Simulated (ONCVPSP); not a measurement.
## Si: one change to an ONCV potential, before and after

```json
{
 "Element": "silicon",
 "Generator": "ONCVPSP 4.0.1",
 "Type": "optimised norm-conserving Vanderbilt (ONCV)",
 "Functional": "PBEsol",
 "Relativity": "scalar-relativistic",
 "Frozen core": "[He]",
 "Valence charge": "12",
 "Reference configuration": "2s2 2p6 3s2 3p0.5 (charge +1.5)",
 "Partial waves": "2s+3s: rc 1.10 bohr, ncon 5, nbas 8, qcut 13.4 1/bohr, 2 projectors; 2p+3p: rc 1.05 bohr, ncon 3, nbas 6, qcut 11.4 1/bohr, 2 projectors",
 "Local potential": "polynomial inside 0.70 bohr (lpopt 1, dvloc0 0 Ha)",
 "Core correction": "Teter function, fcfact 2.75, rcfact 1.75"
}
```

All-electron outer shells of the reference configuration (PBEsol, scalar-relativistic, ld1.x):

```
shell  level (eV)  outermost node (bohr)  outermost maximum (bohr)
   1s    -1797.82                      –                      0.07
   2s     -154.26                   0.15                      0.45
   2p     -110.58                      –                      0.39
   3s      -23.61                   0.72                      1.73
   3p      -15.92                   0.71                      1.96
```

Change: p: rc 0.92.

Cutoffs: the cutoffs (Ha) at which the residual kinetic energy of the hardest occupied pseudo-wave falls to 1 and 0.1 mHa per electron; they do not see the model core or the augmentation charge, which bear on the density cutoff. Errors are all-electron minus pseudo energies relative to the spin-unpolarised reference configuration.

**Question.** What does the change do?

**Answer.** The potential gets harder (58 Ha and 83 Ha → 82 Ha and 200 Ha); of the 4 tests that both files solve, the error grows in 0 and shrinks in 2 by more than 15 % and 0.3 meV (median size 1.1 → 0.8 meV); neither file shows a bound ghost. A smaller radius makes the pseudo-wave follow the all-electron one further in, where it bends more sharply, so more plane waves are needed.

```csv
quantity,base,changed
"cutoff, loose",58 Ha,82 Ha
"cutoff, tight",83 Ha,200 Ha
loose cutoff by channel,"s 31 Ha, p 58 Ha","s 31 Ha, p 82 Ha"
bound ghosts,none,none
GHOST(+) flags under 300 eV,none,none
"error for 2s2 2p6 3s2 3p2, meV [ΔE -14.59 eV]",+1.7,+1.3
"error for 2s2 2p6 3s2 3p1, meV [ΔE -6.87 eV]",+0.5,+0.3
"error for 2s2 2p6 3s2 3p0, meV [ΔE 9.09 eV]",+0.2,+0.3
"error for 2s2 2p5 3s2 3p2, meV [ΔE 95.30 eV]",+969,+697
s: phases at 1.12 bohr within 0.05 rad from the reference energy up to (Ha; the scan ends near 5),to the end of the scan,to the end of the scan
"rms error of d²Exc/dni dnj with the model core, mHa",2.16,1.95
```
